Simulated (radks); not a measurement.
The numbers below are computed, except where a source is named.
Spherical quantum dot in the effective-mass picture: electrons in a parabolic well V = omega^2 r^2 / 2 with omega = 1.09, all in effective atomic units (hartree* = m*/eps^2 hartree, bohr* = eps/m* bohr), one dielectric constant everywhere. Level of theory: non-relativistic Kohn-Sham, PBE, spin-polarised, spherical densities (a radial shooting solver with Libxc functionals). Levels are named by radial order and angular momentum (1s, 1p, 1d, 2s, ...), and open shells are averaged over m. Results are scaled to m* = 0.28 and eps = 5.5, for which hartree* = 251.9 meV and bohr* = 1.039 nm. Each electron was tried in the lowest free levels, single moves between levels near the top were tried too, and the lowest total energy was kept; such a search can miss a lower state. At N = 1 the Hartree and exchange-correlation terms need not cancel, so that row can carry a self-interaction error.

| N | open shells | 2S | E (meV) | mu = E(N) - E(N-1) (meV) | addition energy mu(N+1) - mu(N) (meV) |
|---|---|---|---|---|---|
| 1 | 1s(up 1, down 0) | 1 | 413.720 | 413.72 | 193.3 |
| 2 | none | 0 | 1020.75 | 607.03 | 371.7 |
| 3 | 1p(up 1, down 0) | 1 | 1999.49 | 978.74 | 122.6 |
| 4 | 1p(up 2, down 0) | 2 | 3100.79 | 1101.3 | 124.4 |
| 5 | 1p(up 3, down 0) | 3 | 4326.51 | 1225.7 | 159.0 |
| 6 | 1p(up 3, down 1) | 2 | 5711.20 | 1384.7 | 111.7 |
| 7 | 1p(up 3, down 2) | 1 | 7207.58 | 1496.4 | 113.5 |
| 8 | none | 0 | 8817.45 | 1609.9 | 301.2 |
| 9 | 1d(up 1, down 0) | 1 | 10728.6 | 1911.1 | 99.67 |
| 10 | 1d(up 2, down 0) | 2 | 12739.3 | 2010.8 | 99.46 |
| 11 | 1d(up 3, down 0) | 3 | 14849.6 | 2110.2 | 98.83 |
| 12 | 1d(up 4, down 0) | 4 | 17058.7 | 2209.1 | 97.99 |
| 13 | 1d(up 5, down 0) | 5 | 19365.7 | 2307.1 | 125.3 |
| 14 | 1d(up 5, down 1) | 4 | 21798.1 | 2432.4 | 92.13 |
| 15 | 1d(up 5, down 2) | 3 | 24322.6 | 2524.5 | 92.10 |
| 16 | 1d(up 5, down 3) | 2 | 26939.2 | 2616.6 | 91.73 |
| 17 | 1d(up 5, down 4) | 1 | 29647.6 | 2708.3 | 91.15 |
| 18 | none | 0 | 32447.1 | 2799.5 | 116.8 |
| 19 | 2s(up 1, down 0) | 1 | 35363.4 | 2916.3 | 105.0 |
| 20 | none | 0 | 38384.7 | 3021.3 | 206.1 |
| 21 | 1f(up 1, down 0) | 1 | 41612.1 | 3227.4 | 82.67 |
| 22 | 1f(up 2, down 0) | 2 | 44922.2 | 3310.1 | 82.27 |
| 23 | 1f(up 3, down 0) | 3 | 48314.5 | 3392.3 | 81.82 |
| 24 | 1f(up 4, down 0) | 4 | 51788.7 | 3474.2 | 81.34 |
| 25 | 1f(up 5, down 0) | 5 | 55344.2 | 3555.5 | 80.84 |
| 26 | 1f(up 6, down 0) | 6 | 58980.5 | 3636.4 | 80.33 |
| 27 | 1f(up 7, down 0) | 7 | 62697.2 | 3716.7 | 101.3 |
| 28 | 1f(up 7, down 1) | 6 | 66515.2 | 3818.0 | 77.68 |
| 29 | 1f(up 7, down 2) | 5 | 70410.9 | 3895.7 | - |

All shells are closed at N = 2, 8, 18, 20 (there: 1s2 1p6 1d10 2s2); the second difference of the energy has clear peaks (12 % above both neighbours; the first and last values, which can be the largest, are not judged, and half-filled shells can peak too) at N = 2, 5, 8, 13, 20, 27.
